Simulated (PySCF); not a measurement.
GeF₂ClBr, SMILES [F][Ge]([F])([Cl])[Br]. Heavy atoms are numbered as in [F:1][Ge:2]([F:3])([Cl:4])[Br:5].

The structure is a stationary point at TPSSh-D3(BJ)/def2-SVP.

Method: PBE0/pcSseg-1 (PySCF).

GIAO shieldings, no solvent; atoms alike by connectivity are averaged. δ = σ(ref) − σ: ¹⁹F against CFCl3 (σ = 167.2 ppm); ⁷³Ge against GeH4 (σ = 1658.3 ppm); ³⁵Cl against HCl (σ = 945.9 ppm), references at their B3LYP-D3(BJ)/def2-TZVP geometries, non-relativistic (without spin–orbit terms, shifts of atoms bonded to Cl or Br come out too high).

```json
[
 {"nucleus": "¹⁹F", "atoms": "F1", "count": "2", "δ (ppm)": "-94.9"},
 {"nucleus": "⁷³Ge", "atoms": "Ge2", "count": "1", "δ (ppm)": "375.8"},
 {"nucleus": "³⁵Cl", "atoms": "Cl4", "count": "1", "δ (ppm)": "163.6"}
]
```
